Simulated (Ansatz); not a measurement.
A structure relaxed at PBE0-D4/def2-TZVP, charge 0, multiplicity 1:

Cartesian coordinates in Å:
```
C 0.384 2.018 0.488
O 0.515 0.820 -0.272
C -0.203 -0.229 0.153
N -0.948 -0.150 1.170
Ge 0.100 -1.796 -1.014
H 1.028 2.747 0.001
H -0.652 2.359 0.492
H 0.698 1.854 1.520
H -1.418 -1.030 1.354
H 1.582 -2.190 -0.986
H -0.322 -1.466 -2.451
H -0.763 -2.938 -0.455
```

(1) Give its formula and SMILES.

(2) Point group (tolerance 0.08 Å, 0.16 Å for H)?

(3) Summarise the bond lengths by kind.

Answers

(1) C2H7GeNO, `CO[C](=N)[GeH3]`.

(2) Cs.

(3) 2 × C–O 1.340 to 1.425 Å; 3 × C–H 1.088 to 1.091 Å; 1 × C–N 1.264 Å; 1 × C–Ge 1.977 Å; 1 × H–N 1.014 Å; 3 × Ge–H 1.534 to 1.537 Å.

Computed with Ansatz.
